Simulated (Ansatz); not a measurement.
Si5Se5. The state is a singlet with charge 0. Geometry PBE-D4/def2-SVP; atoms count from 1.

```xyz
10

Si   -0.7043   -0.1048    0.2767
Si    2.4215   -0.8918   -0.6906
Si   -1.4452    3.0197   -0.6399
Si    1.8140    1.4028   -1.3697
Si    0.2079   -3.1770    1.2084
Se   -0.5452    1.1612   -1.9130
Se    0.3112   -2.0748   -0.9507
Se   -2.1698    1.6417    1.0378
Se   -1.2955   -1.6524    2.0182
Se    1.4055    0.6753    1.0229
```

Another isomer (singlet) lies 0.66 eV lower at PBE0-D4/def2-TZVP; other spin states weren't run for this one.

**Question.** Estimate the Mulliken populations from the PBE0/def2-TZVP orbitals of Ansatz.

**Answer.** 
| atom | charge (e) |
| --- | --- |
| Si1 | 0.31 |
| Si2 | 0.00 |
| Si3 | 0.17 |
| Si4 | 0.00 |
| Si5 | 0.17 |
| Se6 | -0.11 |
| Se7 | -0.11 |
| Se8 | -0.16 |
| Se9 | -0.16 |
| Se10 | -0.09 |
Mulliken values depend strongly on the basis.

**Question.** And the Mayer bond orders between heavy atoms (over 0.3)?

**Answer.** Si1–Se6 0.66 (2.53 Å); Si1–Se7 0.66 (2.53 Å); Si1–Se8 0.88 (2.40 Å); Si1–Se9 0.88 (2.40 Å); Si1–Se10 0.96 (2.37 Å); Si2–Si4 0.85 (2.47 Å); Si2–Se7 0.87 (2.43 Å); Si2–Se10 0.75 (2.53 Å); Si3–Se6 0.95 (2.43 Å); Si3–Se8 1.38 (2.29 Å); Si4–Se6 0.87 (2.43 Å); Si4–Se10 0.75 (2.53 Å); Si5–Se7 0.94 (2.43 Å); Si5–Se9 1.38 (2.29 Å).
